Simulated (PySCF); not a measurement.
SiCl2I2, SMILES I[Si](I)(Cl)Cl. The structure is a stationary point at PBE0-D3(BJ)/def2-SVP. The def2 effective core potentials stand for the cores of I; spin–orbit coupling is left out.

Computed equilibrium geometry at PBE0-D3(BJ)/def2-SVP (PySCF confirms it by a frequency run) as bond lengths and angles, and its point group:
point group C2v.
Atoms: Cl1 Si2 Cl3 I4 I5. Bonded distances (Å): Cl1–Si2 2.048, Si2–Cl3 2.048, Si2–I4 2.425, Si2–I5 2.425. Angles (°): Cl1–Si2–Cl3 108.2, Cl1–Si2–I4 109.4, Cl1–Si2–I5 109.4, Cl3–Si2–I4 109.4, Cl3–Si2–I5 109.4, I4–Si2–I5 110.8.
Charge 0, spin multiplicity 1.
